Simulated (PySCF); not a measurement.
Computed shifts of a molecule C4H4F2, PBE/pcSseg-1 (PySCF), GIAO, gas phase, atoms alike by connectivity averaged where their shifts nearly agree, in ppm (number of nuclei): ¹³C: 168.8 (1), 135.1 (1), 120.8 (1), 88.7 (1). ¹⁹F: -104.5 (1), -106.7 (1). ¹H: 6.65 (1), 5.49 (2), 5.03 (1). References: ¹³C against TMS (σ = 182.0 ppm); ¹⁹F against CFCl3 (σ = 133.6 ppm); ¹H against TMS (σ = 31.49 ppm), references at their B3LYP-D3(BJ)/def2-TZVP geometries, non-relativistic. Geometry: PBE0-D3(BJ)/def2-SVP. Other conformers were not sampled.

Question: Which structure fits?
(A) CC(F)=C=CF
(B) C=CC=C(F)F
(C) FC1=C[C@@H](F)C1
(D) F/C=C\C=C/F

Answer: B, C=CC=C(F)F
